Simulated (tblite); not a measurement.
Species: C6H13N3Si.
Atom-mapped SMILES: `[CH3:1][CH2:2][c:3]1[cH:4][n:5][n:6]([SiH:7]([CH3:8])[CH3:9])[n:10]1` (hydrogens: H11, H12, H13 on C1; H14, H15 on C2; H16 on C4; H17 on Si7; H18, H19, H20 on C8; H21, H22, H23 on C9)

Computed with GFN2-xTB (tblite), gas phase: L-BFGS steps from a force-field or distance-geometry start until the largest atomic force falls under 0.01 eV/Å.

Step 3: E = -815.3803 eV
```
atom  x, y, z in Å  |  force x, y, z in eV/Å
C1     -3.7206   -0.5564    0.6789    0.126   0.138  -0.053
C2     -2.8171    0.6434    0.9981    0.116  -0.047  -0.070
C3     -1.5416    0.5946    0.2161   -0.054   0.108  -0.124
C4     -1.3927    1.1521   -1.0763   -0.212   0.006   0.165
N5     -0.1618    0.9516   -1.4887    0.062  -0.206   0.348
N6      0.4308    0.2894   -0.4919    0.342  -0.126  -0.025
Si7     2.1651   -0.2154   -0.6520   -0.170   0.113   0.039
C8      3.4285    0.9865    0.1190   -0.364  -0.133  -0.140
C9      2.5328   -1.8835    0.1705   -0.116   0.149  -0.228
N10    -0.3792    0.0590    0.5503    0.140   0.144  -0.369
H11    -3.1692   -1.4962    0.6754   -0.017   0.127   0.121
H12    -4.5526   -0.6232    1.3746    0.089   0.004   0.108
H13    -4.1358   -0.3943   -0.3070   -0.085  -0.180  -0.275
H14    -3.3478    1.5510    0.6914    0.048  -0.003   0.089
H15    -2.6202    0.7244    2.0640    0.151  -0.193   0.104
H16    -2.1693    1.6598   -1.6204    0.326  -0.024  -0.167
H17     2.4700   -0.3742   -2.0770   -0.355   0.169  -0.102
H18     3.1702    2.0244   -0.0516    0.017   0.069   0.186
H19     3.5040    0.7702    1.1787    0.026   0.312   0.104
H20     4.4045    0.8157   -0.3170    0.071  -0.022  -0.047
H21     3.3953   -2.2984   -0.3378    0.069  -0.139   0.035
H22     1.7106   -2.5735    0.0424   -0.040  -0.156   0.204
H23     2.7914   -1.7801    1.2160   -0.171  -0.111   0.097
```

Step 4: E = -815.4187 eV
```
atom  x, y, z in Å  |  force x, y, z in eV/Å
C1     -3.7199   -0.5474    0.6722    0.047   0.014  -0.030
C2     -2.8131    0.6414    0.9996    0.124   0.019  -0.022
C3     -1.5392    0.5949    0.2194   -0.039   0.135  -0.255
C4     -1.3900    1.1503   -1.0738   -0.018  -0.049   0.169
N5     -0.1603    0.9511   -1.4906   -0.006  -0.212   0.399
N6      0.4312    0.2900   -0.4951    0.232  -0.129   0.050
Si7     2.1491   -0.2137   -0.6539    0.154   0.069  -0.006
C8      3.4201    0.9819    0.1143   -0.212  -0.024  -0.035
C9      2.5303   -1.8788    0.1627   -0.107   0.031  -0.083
N10    -0.3770    0.0596    0.5479    0.197   0.097  -0.283
H11    -3.1746   -1.4835    0.6831    0.137  -0.082   0.060
H12    -4.5405   -0.6249    1.3771   -0.041   0.083   0.097
H13    -4.1387   -0.4066   -0.3185   -0.036  -0.090  -0.141
H14    -3.3446    1.5463    0.6958    0.044   0.109   0.096
H15    -2.6114    0.7153    2.0680    0.097  -0.200   0.014
H16    -2.1478    1.6564   -1.6277    0.039   0.119  -0.270
H17     2.4527   -0.3657   -2.0819   -0.354   0.165  -0.068
H18     3.1728    2.0234   -0.0389   -0.045   0.134   0.047
H19     3.5053    0.7903    1.1777   -0.011   0.151   0.125
H20     4.4022    0.8166   -0.3156   -0.020  -0.052  -0.065
H21     3.3942   -2.3045   -0.3320    0.084  -0.086  -0.038
H22     1.7158   -2.5760    0.0561   -0.176  -0.218   0.064
H23     2.7789   -1.7895    1.2102   -0.090   0.017   0.175
```

Problem. Estimate the geometry and energy of step 5. (The exact step hangs on the optimiser's Hessian estimate; all steps are aligned on step 4, rigid shifts and turns removed.)

Solution. E = -815.4398 eV, largest force 0.377 eV/Å
```
atom  x, y, z in Å  |  force x, y, z in eV/Å
C1     -3.7191   -0.5421    0.6675    0.005  -0.083  -0.002
C2     -2.8087    0.6409    1.0004    0.084   0.037  -0.026
C3     -1.5378    0.5969    0.2175    0.035   0.028  -0.090
C4     -1.3867    1.1480   -1.0701   -0.185   0.103  -0.043
N5     -0.1601    0.9479   -1.4861    0.181  -0.144   0.124
N6      0.4339    0.2886   -0.4960    0.107  -0.099   0.086
Si7     2.1425   -0.2119   -0.6556    0.285  -0.005  -0.030
C8      3.4126    0.9793    0.1114   -0.031   0.112   0.079
C9      2.5273   -1.8763    0.1575   -0.077  -0.125   0.051
N10    -0.3727    0.0610    0.5430    0.089   0.023  -0.047
H11    -3.1754   -1.4773    0.6887    0.184  -0.146   0.021
H12    -4.5337   -0.6243    1.3800   -0.072   0.128   0.045
H13    -4.1409   -0.4155   -0.3274    0.015  -0.038  -0.014
H14    -3.3419    1.5453    0.7002    0.055   0.150   0.111
H15    -2.6044    0.7063    2.0704    0.074  -0.193  -0.042
H16    -2.1346    1.6567   -1.6372    0.029   0.096  -0.212
H17     2.4361   -0.3576   -2.0860   -0.335   0.159  -0.068
H18     3.1735    2.0248   -0.0306   -0.076   0.124  -0.042
H19     3.5057    0.8049    1.1787   -0.043   0.050   0.084
H20     4.3996    0.8163   -0.3156   -0.111  -0.056  -0.053
H21     3.3946   -2.3094   -0.3291    0.023  -0.028  -0.039
H22     1.7160   -2.5810    0.0653   -0.179  -0.178  -0.020
H23     2.7696   -1.7948    1.2091   -0.058   0.086   0.127
```

The energy changes by -0.0211 eV. The first-order estimate −F·Δx gives -0.0304 eV and the mean of the old and new forces, exact on a quadratic surface, -0.0210 eV. The step makes an angle of 52° with the force vector and moves no atom by more than 0.019 Å.

The cost below is that of the whole relaxation. The run took 1.1 s wall on one thread, AMD EPYC 9R14 (x86_64) (shared host).
